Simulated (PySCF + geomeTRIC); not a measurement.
Level of theory: TPSS-D3(BJ)/def2-SVP (PySCF + geomeTRIC). fastk is a local helper that only speeds up exchange builds. No frequencies were computed at this level.

```python
import json, numpy as np
from pyscf import gto, dft
from fastk import lowrank_exchange
atoms = """
Mo    -0.082934     0.078795     0.011966
Cl     1.795453    -0.138847     1.294662
Cl    -0.763097    -2.000692     0.670744
Cl     1.026018    -0.853139    -1.755151
N      0.534929     1.879015    -0.218125
H      1.327985     2.307838     0.254968
H      0.134930     2.599610    -0.814516
N     -1.456798     0.397811    -1.286617
H     -1.389854     0.225666    -2.287932
H     -2.384297     0.783148    -1.125133
N     -1.268898     0.677053     1.394455
H     -1.896212     0.092460     1.943535
H     -1.414510     1.631464     1.715530
"""
def scf(charge, spin, dm0=None):
    mol = gto.M(atom=atoms, basis='def2-svp', ecp={'Mo': 'def2-svp'}, charge=charge, spin=spin, verbose=3, max_memory=10080)
    mf = dft.KS(mol, xc='tpss').density_fit(auxbasis="def2-universal-jkfit")
    mf.disp = 'd3bj'
    mf.grids.level = 3
    mf.conv_tol = 1e-8
    mf.max_cycle = 120
    mf.level_shift = 0.25
    mf.kernel(dm0)
    if not mf.converged:
        mf = mf.newton().run(mf.mo_coeff, mf.mo_occ).undo_soscf()
    return mf
mf = scf(0, 0)
from pyscf.geomopt.geometric_solver import kernel as optimize
path = []
done, mol = optimize(mf, maxsteps=120, assert_convergence=False, callback=lambda env: path.append((env["energy"], bool(env["g_scanner"].converged))))
res = dict(converged=bool(done and path[-1][1]), energy=path[-1][0], path=[e for e, c in path], xyz=mol.atom_coords(unit="Angstrom").tolist(), nao=mol.nao)
json.dump(res, open("result.json", "w"))
```

Output:

```
converged SCF energy = -1616.39910830915
Geometry optimization cycle 1
converged SCF energy = -1616.39910823535
cycle 1: E = -1616.39910824  dE = -1616.4  norm(grad) = 0.0728826
Geometry optimization cycle 2
converged SCF energy = -1616.40905507779
cycle 2: E = -1616.40905508  dE = -0.00994684  norm(grad) = 0.0290454
Geometry optimization cycle 3
converged SCF energy = -1616.40965094712
cycle 3: E = -1616.40965095  dE = -0.000595869  norm(grad) = 0.0167183
Geometry optimization cycle 4
converged SCF energy = -1616.41163754152
cycle 4: E = -1616.41163754  dE = -0.00198659  norm(grad) = 0.0122375
Geometry optimization cycle 5
converged SCF energy = -1616.41183796673
cycle 5: E = -1616.41183797  dE = -0.000200425  norm(grad) = 0.00208654
Geometry optimization cycle 6
converged SCF energy = -1616.41188490013
cycle 6: E = -1616.4118849  dE = -4.69334e-05  norm(grad) = 0.00146055
Geometry optimization cycle 7
converged SCF energy = -1616.41190204359
cycle 7: E = -1616.41190204  dE = -1.71435e-05  norm(grad) = 0.00283044
Geometry optimization cycle 8
converged SCF energy = -1616.4119280568
cycle 8: E = -1616.41192806  dE = -2.60132e-05  norm(grad) = 0.0010004
Geometry optimization cycle 9
converged SCF energy = -1616.41193322866
cycle 9: E = -1616.41193323  dE = -5.17186e-06  norm(grad) = 0.000636719
Geometry optimization cycle 10
converged SCF energy = -1616.41193533148
cycle 10: E = -1616.41193533  dE = -2.10282e-06  norm(grad) = 0.00119004
Geometry optimization cycle 11
converged SCF energy = -1616.41193863329
cycle 11: E = -1616.41193863  dE = -3.30181e-06  norm(grad) = 0.000813766
Geometry optimization cycle 12
converged SCF energy = -1616.41194084979
cycle 12: E = -1616.41194085  dE = -2.21649e-06  norm(grad) = 0.000556014
Geometry optimization cycle 13
converged SCF energy = -1616.41194001326
cycle 13: E = -1616.41194001  dE = 8.36529e-07  norm(grad) = 0.00100358
Geometry optimization cycle 14
converged SCF energy = -1616.41193366591
cycle 14: E = -1616.41193367  dE = 6.34735e-06  norm(grad) = 0.00170384
Geometry optimization cycle 15
converged SCF energy = -1616.41193688959
cycle 15: E = -1616.41193689  dE = -3.22368e-06  norm(grad) = 0.00144784
Geometry optimization cycle 16
converged SCF energy = -1616.41194003948
cycle 16: E = -1616.41194004  dE = -3.14989e-06  norm(grad) = 0.00116847
Geometry optimization cycle 17
converged SCF energy = -1616.41194462409
cycle 17: E = -1616.41194462  dE = -4.58461e-06  norm(grad) = 0.000745164
Geometry optimization cycle 18
converged SCF energy = -1616.41194778304
cycle 18: E = -1616.41194778  dE = -3.15895e-06  norm(grad) = 0.000451033
Geometry optimization cycle 19
converged SCF energy = -1616.41194914702
cycle 19: E = -1616.41194915  dE = -1.36398e-06  norm(grad) = 0.000163923
Geometry optimization cycle 20
converged SCF energy = -1616.41194905894
cycle 20: E = -1616.41194906  dE = 8.80796e-08  norm(grad) = 0.00014401
<class 'geometric.internal.Distance'> : 12
<class 'geometric.internal.Angle'> : 9
<class 'geometric.internal.LinearAngle'> : 6
<class 'geometric.internal.OutOfPlane'> : 15
<class 'geometric.internal.Dihedral'> : 24
<class 'geometric.internal.TranslationX'> : 1
<class 'geometric.internal.TranslationY'> : 1
<class 'geometric.internal.TranslationZ'> : 1
<class 'geometric.internal.RotationA'> : 1
<class 'geometric.internal.RotationB'> : 1
<class 'geometric.internal.RotationC'> : 1
Step    0 : Gradient = 2.021e-02/2.943e-02 (rms/max) Energy = -1616.3991082353
Step    1 : Displace = 9.262e-02/1.421e-01 (rms/max) Trust = 1.000e-01 (=) Grad = 8.056e-03/1.951e-02 (rms/max) E (change) = -1616.4090550778 (-9.947e-03) Quality = 0.623
Step    2 : Displace = 9.365e-02/1.363e-01 (rms/max) Trust = 1.000e-01 (=) Grad = 4.637e-03/6.949e-03 (rms/max) E (change) = -1616.4096509471 (-5.959e-04) Quality = 0.211
Step    3 : Displace = 5.064e-02/9.054e-02 (rms/max) Trust = 4.682e-02 (-) Grad = 3.394e-03/7.021e-03 (rms/max) E (change) = -1616.4116375415 (-1.987e-03) Quality = 0.739
Step    4 : Displace = 1.244e-02/1.738e-02 (rms/max) Trust = 4.682e-02 (=) Grad = 5.787e-04/7.941e-04 (rms/max) E (change) = -1616.4118379667 (-2.004e-04) Quality = 0.864
Step    5 : Displace = 1.212e-02/2.667e-02 (rms/max) Trust = 6.622e-02 (+) Grad = 4.051e-04/8.275e-04 (rms/max) E (change) = -1616.4118849001 (-4.693e-05) Quality = 0.942
Step    6 : Displace = 1.684e-02/2.822e-02 (rms/max) Trust = 9.365e-02 (+) Grad = 7.850e-04/1.903e-03 (rms/max) E (change) = -1616.4119020436 (-1.714e-05) Quality = 0.314
Step    7 : Displace = 5.050e-03/8.000e-03 (rms/max) Trust = 9.365e-02 (=) Grad = 2.775e-04/6.882e-04 (rms/max) E (change) = -1616.4119280568 (-2.601e-05) Quality = 1.107
Step    8 : Displace = 1.771e-03/3.084e-03 (rms/max) Trust = 1.324e-01 (+) Grad = 1.766e-04/2.922e-04 (rms/max) E (change) = -1616.4119332287 (-5.172e-06) Quality = 1.305
Step    9 : Displace = 7.226e-03/1.157e-02 (rms/max) Trust = 1.873e-01 (+) Grad = 3.301e-04/7.776e-04 (rms/max) E (change) = -1616.4119353315 (-2.103e-06) Quality = 0.192
Step   10 : Displace = 3.848e-03/6.826e-03 (rms/max) Trust = 3.613e-03 (-) Grad = 2.257e-04/6.351e-04 (rms/max) E (change) = -1616.4119386333 (-3.302e-06) Quality = 0.388
Step   11 : Displace = 7.376e-04/1.325e-03 (rms/max) Trust = 3.613e-03 (=) Grad = 1.542e-04/4.527e-04 (rms/max) E (change) = -1616.4119408498 (-2.216e-06) Quality = 0.943
Step   12 : Displace = 3.513e-03/6.619e-03 (rms/max) Trust = 5.110e-03 (+) Grad = 2.783e-04/4.207e-04 (rms/max) E (change) = -1616.4119400133 (+8.365e-07) Quality = -0.061
Step   13 : Displace = 1.541e-03/2.579e-03 (rms/max) Trust = 1.756e-03 (-) Grad = 4.736e-04/9.429e-04 (rms/max) E (change) = -1616.4119336659 (+6.347e-06) Quality = -0.623
Step   14 : Displace = 7.436e-04/1.413e-03 (rms/max) Trust = 7.705e-04 (-) Grad = 4.023e-04/7.655e-04 (rms/max) E (change) = -1616.4119368896 (-3.224e-06) Quality = 1.090
Step   15 : Displace = 9.996e-04/1.967e-03 (rms/max) Trust = 1.090e-03 (+) Grad = 3.244e-04/5.863e-04 (rms/max) E (change) = -1616.4119400395 (-3.150e-06) Quality = 0.932
Step   16 : Displace = 1.683e-03/2.890e-03 (rms/max) Trust = 1.541e-03 (+) Grad = 2.060e-04/3.754e-04 (rms/max) E (change) = -1616.4119446241 (-4.585e-06) Quality = 1.002
Step   17 : Displace = 1.969e-03/4.029e-03 (rms/max) Trust = 2.179e-03 (+) Grad = 1.233e-04/2.243e-04 (rms/max) E (change) = -1616.4119477830 (-3.159e-06) Quality = 0.948
Step   18 : Displace = 2.716e-03/5.753e-03 (rms/max) Trust = 3.082e-03 (+) Grad = 4.028e-05/7.934e-05 (rms/max) E (change) = -1616.4119491470 (-1.364e-06) Quality = 0.645
Step   19 : Displace = 4.499e-04/9.668e-04 (rms/max) Trust = 3.082e-03 (=) Grad = 3.495e-05/5.805e-05 (rms/max) E (change) = -1616.4119490589 (+8.808e-08) Quality = -0.239
Converged! =D
```

Cost: about 20 core-minutes (a rough figure).
